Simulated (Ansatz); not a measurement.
(NaOH)2 ring (Na2O2H2). The state is a triplet with charge 0. Geometry r2SCAN-D4/def2-TZVP, that of the neutral singlet; atoms count from 1.

Cartesian coordinates in Å:
```
Na -0.091 1.313 -0.519
O 1.119 0.475 1.006
Na 0.091 -1.313 0.519
O -1.119 -0.475 -1.005
H 1.798 0.763 1.615
H -1.797 -0.763 -1.616
```

At PBE0-D4/def2-TZVP a singlet of charge 0 lies 4.31 eV below the triplet at the same geometry.

Question: Estimate the Mulliken populations from the PBE0/def2-TZVP orbitals of Ansatz.

Answer: 
```csv
atom,charge (e),spin (α − β)
Na1,0.39,0.47
O2,-0.71,0.52
Na3,0.39,0.47
O4,-0.71,0.52
H5,0.32,0.01
H6,0.32,0.01
```
Mulliken values and Mayer orders depend strongly on the basis.

Question: Where does the spin sit?

Answer: Summed by element: Na 0.93, O 1.04, H 0.03, of 2 unpaired in all. Largest on single atoms: O2 0.52, O4 0.52, Na1 0.47.

Question: And the Mayer bond orders between bonded heavy atoms (over 0.3)?

Answer: Na1–Na3 0.41 (2.83 Å). Values over 0.3 also appear between atoms too far apart for a bond (O2–O4 0.44 at 3.15 Å); they arise where an orbital or an unpaired electron spreads over both atoms.
